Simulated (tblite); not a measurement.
Record of a relaxation.

Species: C₅H₂N₃O (doublet state).
Numbering: `[CH2:1][O:2][C:3]([C:4]#[N:5])([C:6]#[N:7])[C:8]#[N:9]` (hydrogens: H10, H11 on C1)
Bond orders are those of one Lewis drawing.

Computed with GFN2-xTB (tblite), gas phase: L-BFGS steps from a force-field or distance-geometry start until the largest atomic force falls under 0.01 eV/Å. 9 of its 70 geometries are shown.

Step 0: E = -661.0649 eV, largest atomic force 2.728 eV/Å
```
atom  x, y, z in Å  |  force x, y, z in eV/Å
C1      1.727   -0.208    0.023   -0.637   1.344  -1.009
O2      0.662   -0.489   -0.850    1.993  -0.081   0.509
C3     -0.483   -0.088   -0.168   -0.875  -0.364  -0.912
C4     -0.480    1.344    0.133   -0.235   1.858   0.536
N5     -0.464    2.469    0.394   -0.133  -1.615  -0.458
C6     -0.511   -0.858    1.065   -0.568  -1.078   2.441
N7     -0.524   -1.463    2.050    0.049   0.968  -1.728
C8     -1.612   -0.445   -1.040   -1.849  -0.386  -0.805
N9     -2.501   -0.748   -1.712    1.590   0.544   1.122
H10     2.710   -0.281   -0.412   -0.190  -0.398  -0.036
H11     1.481    0.771    0.492    0.857  -0.791   0.341
```

Step 9: E = -661.4839 eV, largest atomic force 0.489 eV/Å
```
atom  x, y, z in Å  |  force x, y, z in eV/Å
C1      1.817    0.006   -0.124   -0.058   0.033   0.037
O2      0.711   -0.460   -0.774    0.211  -0.108  -0.194
C3     -0.534   -0.118   -0.175    0.324  -0.050  -0.142
C4     -0.554    1.316    0.106   -0.271   0.056   0.138
N5     -0.528    2.423    0.367   -0.056   0.344   0.016
C6     -0.633   -0.845    1.088   -0.047  -0.253   0.416
N7     -0.550   -1.457    2.049   -0.114   0.101  -0.141
C8     -1.650   -0.471   -1.048    0.263   0.067   0.160
N9     -2.535   -0.731   -1.713   -0.251  -0.082  -0.186
H10     2.748   -0.399   -0.461   -0.148  -0.006   0.007
H11     1.714    0.738    0.659    0.148  -0.103  -0.111
```

Step 17: E = -661.5239 eV, largest atomic force 0.203 eV/Å
```
atom  x, y, z in Å  |  force x, y, z in eV/Å
C1      1.855    0.022   -0.175    0.053   0.016   0.051
O2      0.727   -0.424   -0.795    0.154   0.085   0.025
C3     -0.497   -0.108   -0.154    0.082   0.007  -0.044
C4     -0.614    1.326    0.147    0.118   0.153  -0.061
N5     -0.639    2.448    0.346   -0.092  -0.045   0.052
C6     -0.626   -0.856    1.097   -0.079  -0.049   0.154
N7     -0.653   -1.458    2.066   -0.007  -0.025   0.007
C8     -1.607   -0.466   -1.033   -0.134  -0.024   0.031
N9     -2.500   -0.728   -1.688   -0.063  -0.042  -0.098
H10     2.755   -0.458   -0.493   -0.034  -0.017  -0.019
H11     1.806    0.704    0.656    0.000  -0.060  -0.098
```

Step 26: E = -661.5335 eV, largest atomic force 0.068 eV/Å
```
atom  x, y, z in Å  |  force x, y, z in eV/Å
C1      1.874    0.003   -0.180    0.034   0.005   0.037
O2      0.737   -0.411   -0.801    0.058   0.015   0.032
C3     -0.483   -0.093   -0.149    0.020   0.026  -0.032
C4     -0.608    1.344    0.144   -0.037   0.003   0.028
N5     -0.715    2.456    0.371    0.009  -0.013   0.007
C6     -0.630   -0.840    1.107   -0.025   0.002   0.001
N7     -0.695   -1.461    2.061    0.012  -0.002   0.025
C8     -1.601   -0.466   -1.018   -0.032   0.010  -0.031
N9     -2.481   -0.742   -1.687   -0.015  -0.020  -0.007
H10     2.764   -0.487   -0.511   -0.024  -0.016  -0.015
H11     1.844    0.699    0.637    0.000  -0.011  -0.046
```

Step 34: E = -661.5359 eV, largest atomic force 0.064 eV/Å
```
atom  x, y, z in Å  |  force x, y, z in eV/Å
C1      1.879   -0.033   -0.154   -0.020   0.001   0.015
O2      0.742   -0.405   -0.799    0.009   0.027  -0.008
C3     -0.483   -0.082   -0.155    0.004   0.003  -0.010
C4     -0.616    1.350    0.154   -0.008  -0.009  -0.001
N5     -0.734    2.457    0.401    0.013  -0.027  -0.003
C6     -0.637   -0.832    1.099   -0.004  -0.002   0.006
N7     -0.693   -1.447    2.058   -0.004   0.005   0.000
C8     -1.597   -0.460   -1.031   -0.018  -0.028   0.026
N9     -2.477   -0.762   -1.687    0.007   0.018  -0.019
H10     2.765   -0.506   -0.521   -0.034   0.022   0.026
H11     1.857    0.722    0.609    0.055  -0.009  -0.032
```

Step 43: E = -661.5376 eV, largest atomic force 0.015 eV/Å
```
atom  x, y, z in Å  |  force x, y, z in eV/Å
C1      1.877   -0.055   -0.134   -0.002   0.008   0.000
O2      0.743   -0.386   -0.804    0.003  -0.004   0.007
C3     -0.487   -0.082   -0.157    0.002   0.002   0.004
C4     -0.628    1.347    0.161    0.000   0.005   0.000
N5     -0.738    2.453    0.415    0.000  -0.004  -0.003
C6     -0.635   -0.832    1.098   -0.014  -0.004   0.001
N7     -0.698   -1.439    2.061    0.004  -0.006   0.004
C8     -1.598   -0.466   -1.032    0.005  -0.003   0.002
N9     -2.473   -0.765   -1.698    0.008   0.008  -0.001
H10     2.760   -0.516   -0.521   -0.005  -0.002  -0.001
H11     1.883    0.743    0.585   -0.002   0.001  -0.013
```

Step 52: E = -661.5382 eV, largest atomic force 0.040 eV/Å
```
atom  x, y, z in Å  |  force x, y, z in eV/Å
C1      1.874   -0.050   -0.135   -0.001   0.000  -0.011
O2      0.737   -0.402   -0.788    0.016  -0.003   0.006
C3     -0.492   -0.087   -0.144    0.003   0.011  -0.006
C4     -0.625    1.343    0.167   -0.005   0.028   0.003
N5     -0.731    2.452    0.412    0.002  -0.024   0.000
C6     -0.645   -0.837    1.109    0.000  -0.036   0.017
N7     -0.695   -1.456    2.066   -0.010   0.019  -0.013
C8     -1.596   -0.463   -1.032   -0.015   0.003  -0.004
N9     -2.460   -0.751   -1.717   -0.002  -0.001   0.008
H10     2.753   -0.523   -0.518    0.009   0.003   0.010
H11     1.886    0.775    0.552    0.001   0.002  -0.009
```

Step 60: E = -661.5387 eV, largest atomic force 0.041 eV/Å
```
atom  x, y, z in Å  |  force x, y, z in eV/Å
C1      1.876   -0.042   -0.141   -0.005   0.010  -0.003
O2      0.738   -0.419   -0.777    0.017   0.010  -0.001
C3     -0.494   -0.093   -0.138    0.008   0.008  -0.011
C4     -0.623    1.338    0.172    0.018   0.026   0.023
N5     -0.725    2.447    0.418   -0.002  -0.039  -0.007
C6     -0.653   -0.848    1.111    0.000   0.000   0.041
N7     -0.706   -1.464    2.070   -0.011   0.005  -0.021
C8     -1.598   -0.458   -1.029    0.015  -0.019  -0.031
N9     -2.456   -0.740   -1.724   -0.019   0.003   0.013
H10     2.757   -0.527   -0.503   -0.017  -0.005   0.004
H11     1.889    0.808    0.515   -0.003   0.001  -0.008
```

Step 69: E = -661.5400 eV, largest atomic force 0.007 eV/Å
```
atom  x, y, z in Å  |  force x, y, z in eV/Å
C1      1.884   -0.014   -0.162    0.000  -0.001  -0.007
O2      0.749   -0.454   -0.754   -0.005   0.003  -0.003
C3     -0.488   -0.110   -0.130   -0.001   0.004   0.001
C4     -0.608    1.319    0.186    0.001   0.005   0.004
N5     -0.715    2.425    0.445    0.004   0.002   0.000
C6     -0.673   -0.864    1.115   -0.001   0.001   0.000
N7     -0.751   -1.481    2.072    0.001  -0.004  -0.004
C8     -1.591   -0.455   -1.032   -0.001  -0.003   0.000
N9     -2.460   -0.712   -1.722    0.001  -0.007  -0.001
H10     2.764   -0.545   -0.456    0.001  -0.006   0.004
H11     1.895    0.892    0.413    0.000   0.006   0.004
```

**Question.** Summarise the path.

**Answer.** The energy falls by 10.96 kcal/mol from step 0 to step 69; nine tenths of that is first reached at step 10. It rises by more than 0.2 meV at step 1. The largest force goes from 2.728 to 0.007 eV/Å. Among the bonds C1–O2 changes most, from 1.405 to 1.353 Å; the atoms move by 0.224 Å rms after alignment.

**Question.** Follow the three bonds and two angles with the largest change from start to end.

**Answer.** 
```
step  E above end (kcal/mol)  largest force (eV/Å)  C1–O2 (Å)  C1–H11 (Å)  O2–C3 (Å)  O2–C1–H11 (°)  C1–O2–C3 (°)
   0                   10.96                 2.728      1.405       1.112      1.392          105.7         105.1
   3                    5.87                 0.850      1.364       1.077      1.423          110.3         106.6
   6                    2.39                 0.467      1.363       1.077      1.420          118.7         109.5
   9                    1.29                 0.489      1.365       1.077      1.424          120.1         115.2
  12                    0.88                 0.191      1.363       1.070      1.422          121.7         115.9
  15                    0.60                 0.191      1.362       1.074      1.418          122.2         116.0
  18                    0.28                 0.200      1.361       1.073      1.418          121.0         116.1
  21                    0.21                 0.065      1.359       1.072      1.420          121.1         116.7
  24                    0.18                 0.055      1.360       1.073      1.420          121.3         116.2
  27                    0.14                 0.052      1.359       1.073      1.419          121.5         116.4
  30                    0.12                 0.042      1.359       1.071      1.419          121.5         116.8
  33                    0.10                 0.058      1.359       1.073      1.421          120.9         116.5
  36                    0.08                 0.068      1.358       1.074      1.421          120.9         116.3
  39                    0.06                 0.042      1.358       1.073      1.422          121.3         116.6
  42                    0.06                 0.021      1.358       1.073      1.423          121.1         116.5
  45                    0.05                 0.023      1.358       1.074      1.423          121.1         116.5
  48                    0.05                 0.021      1.358       1.074      1.423          121.0         116.6
  51                    0.04                 0.056      1.358       1.074      1.423          121.0         116.6
  54                    0.04                 0.014      1.357       1.074      1.424          121.1         116.8
  57                    0.04                 0.025      1.357       1.074      1.425          121.1         116.9
  60                    0.03                 0.041      1.357       1.074      1.426          121.0         116.8
  63                    0.01                 0.073      1.355       1.073      1.428          121.1         117.0
  66                    0.00                 0.018      1.353       1.074      1.429          121.1         117.2
  69                    0.00                 0.007      1.353       1.074      1.428          121.1         117.2
```

The cost below is that of the whole relaxation. The run took 0.38 s wall on Arm Neoverse V1, one thread, no GPU (shared host).
